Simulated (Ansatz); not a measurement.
`[BH2][GaH][O]C`, charge 0, multiplicity 1.

Q: Give a relaxed structure at PBE0-D4/def2-TZVP (Ansatz). (Best estimate.)

A: Ansatz gave: 
Cartesian coordinates in Å:
```
B 0.793 1.124 -2.211
Ga 0.387 0.792 -0.201
O -0.379 -0.788 0.150
C -0.737 -1.216 1.436
H 1.838 0.812 -2.702
H 0.000 1.652 -2.935
H 0.624 1.667 1.086
H -0.214 -2.147 1.682
H -0.498 -0.479 2.216
H -1.814 -1.416 1.480
```
Point group Cs.
This is one stationary point; other conformers may exist.
